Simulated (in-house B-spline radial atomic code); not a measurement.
# Sr8+: [Ar] 3d10 4s2

Computed with an all-electron radial atomic-structure program (B-spline basis): Dirac-Kohn-Sham PW91, spherical fractional occupations, Fermi nucleus of rms radius 4.224 fm.

Screening seen three ways: the hydrogenic charge with the same mean radius, Z_r = [3n² - l(l+1)]/(2<r>), the one with the same energy, Z_e = n√(-2ε), and Slater's rules. Values are occupation-weighted means over j. An effective charge above Z reflects the relativistic contraction of the inner shells.

| shell | electrons | ε (eV) | <r> (bohr) | Z_r | Z_e | Slater |
| --- | --- | --- | --- | --- | --- | --- |
| 1s | 2 | -16068 | 0.03916 | 38.31 | 34.37 | 37.70 |
| 2s | 2 | -2288.8 | 0.1721 | 34.86 | 25.94 | 33.85 |
| 2p | 6 | -2049.9 | 0.1502 | 33.30 | 24.55 | 33.85 |
| 3s | 2 | -461.8 | 0.4899 | 27.55 | 17.48 | 26.75 |
| 3p | 6 | -384.34 | 0.4952 | 25.24 | 15.94 | 26.75 |
| 3d | 10 | -255.93 | 0.4902 | 21.42 | 13.01 | 16.85 |
| 4s | 2 | -150.81 | 1.199 | 20.02 | 13.32 | 12.35 |

The least bound orbital is 4s1/2 at -150.8 eV, and it is also the most diffuse (<r> = 1.199 bohr).

Spin-orbit splittings of the orbital energies (j = l + 1/2 above j = l - 1/2 when positive): 2p 68.53 eV, 3p 10.62 eV, 3d 1.877 eV.

For the 1s electron the small component carries 1.91 % of the norm, the zero-frequency Breit interaction raises the level by 28.03 eV, self-energy by 15.07 eV, and vacuum polarisation lowers it by 1.624 eV.

The density falls to 0.001 bohr⁻³ at 2.346 bohr; Σ<r²> = 8.6445 bohr² gives, by the non-relativistic formula and without the paramagnetism of open shells, a Langevin diamagnetic susceptibility of -6.846×10⁻⁶ cm³/mol.
